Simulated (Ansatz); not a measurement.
chlorosilylboronic acid (BClH₄O₂Si), SMILES OB(O)[SiH2]Cl.

The structure is a stationary point at B3LYP-D3(BJ)/def2-SVP. The values are those of a single conformer.

Two levels are set side by side: PBE/def2-SVPD (Ansatz, an electronic-structure program) and PBE0/def2-SVPD (Ansatz). Energy differences of separate SCF runs at the same geometry; the states with an electron removed or added have multiplicity 2 and 2. Differences are taken from unrounded values.

```tsv
quantity	PBE
vertical ionisation energy (eV)	9.94
vertical singlet–triplet gap (eV)	5.02
```

These are the PBE values. What does PBE0 give? (The exact figures need the calculation; the answer reports its results.)


| quantity | PBE0 | PBE minus PBE0 |
|---|---|---|
| vertical ionisation energy (eV) | 10.38 | -0.44 |
| vertical singlet–triplet gap (eV) | 5.31 | -0.28 |
